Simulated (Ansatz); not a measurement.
Program: Ansatz. Geometries: PBE0-D4/def2-TZVP. ΔE: electronic, gas phase. CCSD(T)/CBS adds triple-zeta CCSD(T) − MP2 to the extrapolated MP2 energy (def2 sets, frozen cores). This one scheme is used for every species. DFT in def2-TZVPP. B3LYP here is the variant with VWN-RPA as its local correlation; programs differ in this. Each species was taken in one conformer, which may not be the lowest.

Consider the substitution at a C–C bond: `[SiH3]CCSS` + CH₃NH₂ → `CNCSS` + `C[SiH3]`.

| level | ΔE (kcal/mol) | difference from CCSD(T)/CBS |
| --- | --- | --- |
| PBE-D4 | -2.0 | -2.0 |
| r2SCAN-D4 | -2.3 | -2.3 |
| PBE0-D4 | -1.1 | -1.1 |
| B3LYP-D4 | -1.6 | -1.6 |
| ωB97X-V | -0.9 | -0.9 |
| ωB97M-V | -0.5 | -0.5 |
| B2PLYP | -1.9 | -1.9 |
| PBE | -2.8 | -2.8 |
| r2SCAN | -2.5 | -2.5 |
| PBE0 | -1.8 | -1.8 |
| B3LYP | -2.9 | -2.9 |
| HF/def2-TZVPP | -1.5 | -1.5 |
| MP2/def2-TZVPP | -0.1 | -0.1 |
| SCS-MP2/def2-TZVPP | -0.3 | -0.3 |
| CCSD/def2-TZVPP | -0.3 | -0.3 |
| CCSD(T)/def2-TZVPP | -0.5 | -0.5 |
| HF/def2-QZVPP | -1.5 | -1.5 |
| MP2/def2-QZVPP | 0.2 | 0.2 |
| SCS-MP2/def2-QZVPP | 0.0 | 0.0 |
| HF/CBS(def2) | -1.5 | -1.5 |
| MP2/CBS(def2) | 0.3 | 0.3 |
| CCSD/CBS(def2) | 0.1 | 0.1 |
| CCSD(T)/CBS | 0.0 | 0 |

Largest T1 diagnostic among the species: 0.012.

The D4 term adds +1.2 kcal/mol with B3LYP and +0.7 kcal/mol with PBE0; it sums over pairs of atoms, weighted by their polarisabilities, and B3LYP, whose exchange is more repulsive, gets the larger term. In def2-TZVPP, CCSD(T) changes the Hartree–Fock value by +1.0 kcal/mol (the triples alone add −0.2 kcal/mol) and MP2 by +1.4 kcal/mol. From PBE to PBE0 (25 % exact exchange), in def2-TZVPP and without D4, ΔE moves by +1.0 kcal/mol.
